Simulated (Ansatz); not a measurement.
Consider the formal exchange of groups at a C–C bond: `CCCCc1ccccc1` + propene → `C=CCCCCC` + benzene.

Gas-phase electronic energies from Ansatz, PBE0-D4/def2-TZVP geometries. CBS: MP2 limit from def2 TZ/QZ plus the TZ coupled-cluster correction, frozen cores. DFT in def2-TZVPP. B3LYP here is the variant with VWN-RPA as its local correlation; programs differ in this. One conformer a species, not always the lowest.

```tsv
level	ΔE (kcal/mol)	difference from CCSD(T)/CBS
PBE-D4	3.5	0.8
r2SCAN-D4	3.4	0.7
PBE0-D4	3.3	0.6
PBE	3.7	1.0
B3LYP	3.6	0.9
SCS-MP2/def2-TZVPP	3.3	0.6
CCSD(T)/def2-TZVPP	2.9	0.2
MP2/def2-QZVPP	3.4	0.7
SCS-MP2/def2-QZVPP	3.2	0.5
CCSD/CBS(def2)	2.5	-0.2
CCSD(T)/CBS	2.7	0
```

Largest T1 diagnostic among the species: 0.010.
